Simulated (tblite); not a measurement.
Run record: tight-binding relaxation, `FC(F)(F)c1ccc(-c2cccs2)s1`.

Computed with GFN2-xTB geometry optimisation, gas phase (tblite 0.8.0). Start geometry: from a force field or distance geometry. A driver script takes a list of jobs; this job's settings line and coordinates (Å) are shown.

Input:
```
{"job": {"kind": "relax", "xc": "GFN2-xTB", "basis": "xTB"}, "charge": 0, "multiplicity": 1}
F     -3.776500    -1.919200     0.803900
C     -3.695500    -0.588700     0.505500
F     -3.937400     0.081900     1.666400
F     -4.712300    -0.302600    -0.345800
C     -2.367000    -0.237400    -0.062000
C     -2.091500     0.315200    -1.305900
C     -0.687900     0.517700    -1.507400
C      0.084600     0.117700    -0.418300
C      1.526400     0.164000    -0.276400
C      2.285800    -0.235600     0.808500
C      3.685500    -0.037700     0.602500
C      3.953200     0.510200    -0.625000
S      2.528500     0.786200    -1.517900
S     -0.929000    -0.504500     0.822700
H     -2.853000     0.575400    -2.030000
H     -0.277500     0.938400    -2.399600
H      1.879000    -0.653900     1.715800
H      4.453300    -0.290100     1.328400
H      4.921500     0.772400    -1.036000
```

Output:
```
step      E/eV     max force
  0   -1156.24799    1.440
  1   -1156.33742    0.516
  2   -1156.35694    0.326
  3   -1156.36534    0.223
  4   -1156.37198    0.167
  5   -1156.37644    0.195
  6   -1156.38158    0.189
  7   -1156.38554    0.149
  8   -1156.38800    0.108
  9   -1156.38931    0.077
... (9 lines left out)
 19   -1156.39225    0.014
 20   -1156.39228    0.017
 21   -1156.39231    0.021
 22   -1156.39235    0.018
 23   -1156.39237    0.016
 24   -1156.39240    0.014
 25   -1156.39242    0.017
 26   -1156.39245    0.017
 27   -1156.39247    0.011
 28   -1156.39248    0.010
```

«max force» is the largest atomic force in eV/Å.

Problem. From which step on does the largest force stay under 0.1 eV/Å, and how much energy is left to gain from there?

Solution. From step 9 (0.077 eV/Å), 3.2 meV above the end.

Summary of the converged run: energy lowered by 3.3 kcal/mol over 28 steps; largest atomic force 0.010 eV/Å at the end.

Problem. Give the final coordinates.

Solution. 0.042 Å rms from the input after alignment:
```
atom  x, y, z in Å
F1    -3.7883   -1.8915    0.7871
C2    -3.6611   -0.5826    0.4957
F3    -3.9462    0.0744    1.6365
F4    -4.6456   -0.2894   -0.3661
C5    -2.3269   -0.2377   -0.0548
C6    -2.0551    0.3106   -1.2761
C7    -0.6815    0.5091   -1.4787
C8     0.0866    0.1113   -0.4121
C9     1.5074    0.1667   -0.2757
C10    2.2705   -0.2315    0.7925
C11    3.6474   -0.0331    0.5892
C12    3.9249    0.5115   -0.6254
S13    2.5094    0.7965   -1.5524
S14   -0.8975   -0.5222    0.8736
H15   -2.8173    0.5578   -1.9928
H16   -0.2628    0.9292   -2.3752
H17    1.8455   -0.6508    1.6872
H18    4.3997   -0.2845    1.3144
H19    4.8811    0.7655   -1.0374
```

The run took 0.25 s wall, 0.36 s CPU on 2 threads, Arm Neoverse V2 (aarch64), on a shared host.
Labels such as C1 count atoms from 1, the log's own numbers from 0.
